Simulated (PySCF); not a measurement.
Al(H)2(NEtMe) (C₃H₁₀AlN), SMILES CC[N](C)[AlH2].

The structure is a stationary point at B3LYP-D3(BJ)/def2-SVP. Other conformers were not sampled.

The numbers are results of PBE/def2-TZVP run with PySCF, not measurements.

Computed frontier levels, gap, dipole moment and polarisability:
```json
{
 "highest_occupied_level": "-5.26 eV",
 "lowest_empty_level": "-1.51 eV",
 "orbital_gap": "3.75 eV",
 "dipole_moment": "1.20 D",
 "quadrupole, principal values (traceless, Buckingham form, about the centre of nuclear charge)": "-2.77, -0.59, 3.36 D·Å",
 "mean_static_polarisability": "79.7 bohr³ (11.81 Å³)",
 "polarisability_principal_values": "65.4, 78.3, 95.4 bohr³"
}
```
